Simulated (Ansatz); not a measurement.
Consider the homolysis of the C–Si bond: `C[SiH2][SiH](O)O` → `[CH3]`• + `O[SiH](O)[SiH2]`•.

Isolated molecules relaxed with PBE0-D4/def2-TZVP in Ansatz; ΔE leaves out vibrations. CBS: MP2 limit from def2 TZ/QZ plus the TZ coupled-cluster correction, frozen cores. This one scheme is used for every species. Functionals use def2-TZVPP. B3LYP here is the variant with VWN-RPA as its local correlation; programs differ in this. No spin–orbit coupling; open shells (•) take unrestricted orbitals. One conformer a species, not always the lowest.

```
             level  ΔE (kJ/mol)
          B3LYP-D4        352.6
           ωB97X-V        376.4
           ωB97M-V        374.8
            r2SCAN        336.6
              PBE0        351.8
             B3LYP        342.4
SCS-MP2/def2-QZVPP        378.3
    CCSD/CBS(def2)        362.7
```

What does CCSD(T)/CBS give? (An estimate is asked.)

Computed: +370.9 kJ/mol. The listed levels differ from it by -18.3, 5.5, 3.9, -34.3, -19.1, -28.5, 7.4, -8.2 kJ/mol.

Largest T1 diagnostic among the species: 0.014.

In def2-TZVPP, CCSD(T) changes the Hartree–Fock value by +102.1 kJ/mol (the triples alone add +8.2 kJ/mol) and MP2 by +115.5 kJ/mol; breaking electron pairs costs correlation energy, which Hartree–Fock lacks. The D4 term adds +10.1 kJ/mol with B3LYP and +5.7 kJ/mol with PBE0; it sums over pairs of atoms, weighted by their polarisabilities, and B3LYP, whose exchange is more repulsive, gets the larger term.
